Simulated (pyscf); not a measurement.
Structures and frequencies: ωB97X-D3(BJ)/def2-SVP in PySCF.

Problem. Estimate by transition-state theory (the high-pressure limit) the rate constant of `[SiH3][S][In]([Cl])[Cl]` -> `[SiH3][Cl]` + `[S]=[In][Cl]` (singlet surface; Cl–In, S–Si broken, Cl–Si formed) at 900 K, with ωB97M-D3(BJ)/def2-TZVP energies (ideal gas, 1 atm, RRHO with modes under 100 cm⁻¹ raised to 100, one conformer, R ln 2 for chiral ones without a mode under 150 cm⁻¹; no tunnelling).

Solution. The electronic barrier is 39.6 kcal/mol and the thermal terms add +3.0, so ΔG‡ = 42.6 kcal/mol. With k_BT/h = 1.88e+13 s⁻¹ and RT = 1.788 kcal/mol, k = 8.4e+02 s⁻¹, a half-life of 8.3e-04 s through this channel alone. Wigner's tunnelling factor for 186i cm⁻¹ would be 1.00. A shift of 1 kcal/mol in the barrier changes k by a factor 1.7. On the product side the descent ends in an adduct with a Cl–In contact, 9.7 kcal/mol under the separated species and 5.5 kcal/mol under the saddle at ωB97X-D3(BJ)/def2-TZVP. What is counted as broken (Cl–In) persists as a longer contact in the product adduct; parting that adduct is a step of its own. One saddle was located; it need not be the lowest between these sides. Elements past Kr carry the def2 core potentials, without spin-orbit coupling.
